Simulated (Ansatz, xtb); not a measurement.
# C3H7FO2Si: which of two isomers lies lower

We compare X, `C=CO[Si@H](F)OC`, a singlet, with Y, `C[Si@]1(F)COCO1`, a singlet. Both are isolated molecules in the gas phase, relaxed with B3LYP/def2-SVP; each stands in its lowest conformer found.

Quicker runs give these differences E(Y) − E(X): GFN2-xTB +23.1 kcal/mol; HF/STO-3G −47.0 kcal/mol (at GFN2-xTB geometries); r2SCAN-D4/def2-SVP +1.6 kcal/mol (at GFN2-xTB geometries).

Task: Estimate E(Y) − E(X) at the level CCSD(T)/def2-SVP + ΔMP2/def2-TZVPP.

Result: Calculated at CCSD(T)/def2-SVP + ΔMP2/def2-TZVPP: E(Y) − E(X) = +8.2 kcal/mol, so structure X lies lower.

Level by level:

```json
{"level": "GFN2-xTB", "geometry": "GFN2-xTB", "E(Y) − E(X) (kcal/mol)": "+23.1", "departure from the last row (kcal/mol)": "+15.0", "job, with rough time for the two": "optimisation, 0.34 s"}
{"level": "HF/STO-3G", "geometry": "GFN2-xTB", "E(Y) − E(X) (kcal/mol)": "−47.0", "departure from the last row (kcal/mol)": "−55.2", "job, with rough time for the two": "single point, 0.32 s"}
{"level": "r2SCAN-D4/def2-SVP", "geometry": "GFN2-xTB", "E(Y) − E(X) (kcal/mol)": "+1.6", "departure from the last row (kcal/mol)": "−6.6", "job, with rough time for the two": "single point, 3.3 s"}
{"level": "B3LYP/def2-SVP", "geometry": "B3LYP/def2-SVP", "E(Y) − E(X) (kcal/mol)": "+8.0", "departure from the last row (kcal/mol)": "−0.2", "job, with rough time for the two": "optimisation, 58 s"}
{"level": "HF/def2-SVP", "geometry": "B3LYP/def2-SVP", "E(Y) − E(X) (kcal/mol)": "+12.0", "departure from the last row (kcal/mol)": "+3.9", "job, with rough time for the two": "part of the CCSD(T) run"}
{"level": "MP2/def2-SVP", "geometry": "B3LYP/def2-SVP", "E(Y) − E(X) (kcal/mol)": "+7.7", "departure from the last row (kcal/mol)": "−0.4", "job, with rough time for the two": "part of the CCSD(T) run"}
{"level": "CCSD(T)/def2-SVP", "geometry": "B3LYP/def2-SVP", "E(Y) − E(X) (kcal/mol)": "+8.6", "departure from the last row (kcal/mol)": "+0.4", "job, with rough time for the two": "single point"}
{"level": "CCSD(T)/def2-SVP + ΔMP2/def2-TZVPP", "geometry": "B3LYP/def2-SVP", "E(Y) − E(X) (kcal/mol)": "+8.2", "departure from the last row (kcal/mol)": "", "job, with rough time for the two": "single point, 69 s"}
```

As drawn, Y has 2 C–Si, 1 C–O, 1 C–H in place of 1 C=C, 1 O–Si, 1 Si–H. Structure X has no ring, Y a 5-membered ring.

HF/STO-3G puts the two in the other order. The largest departure from CCSD(T)/def2-SVP + ΔMP2/def2-TZVPP is that of HF/STO-3G, 55.2 kcal/mol. The last row adds to CCSD(T) the change of the MP2 difference between the two basis sets, here −0.4 kcal/mol.

With thermal terms from frequencies at re-optimised GFN2-xTB minima (ideal gas, soft modes damped towards free rotors, one conformer each, 298.15 K, 1 atm): on the last row, ΔE + ΔZPE = +10.8, ΔH = +9.8, ΔG = +12.4 kcal/mol.

The correlated steps freeze 11 core orbitals. Run with Ansatz 0.2.0, xtb 6.7.1; the last row on 4 threads of Arm Neoverse V1 on a shared host.
